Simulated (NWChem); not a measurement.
# BeHOBr; SMILES [Be]([Br])[OH]

```xyz
4

Be     0.0014     1.1598     0.0000
Br     0.0050    -0.8114     0.0000
O      0.0554     2.5658     0.0000
H     -0.6232     3.2323     0.0000
```
Atoms are numbered in this order, from 1.

All runs: NWChem. Geometry: optimised at PBE0-D3(BJ)/def2-TZVP. Ions are spin-unrestricted doublets at the neutral geometry; other ion states weren't tried.

For level PBE/def2-SVP:

```yaml
"−ε(HOMO) (eV)": 7.08
```

Task: How do the values read with level PBE0/def2-SVP instead?

Result: The −ε(HOMO) (eV) is 8.46.
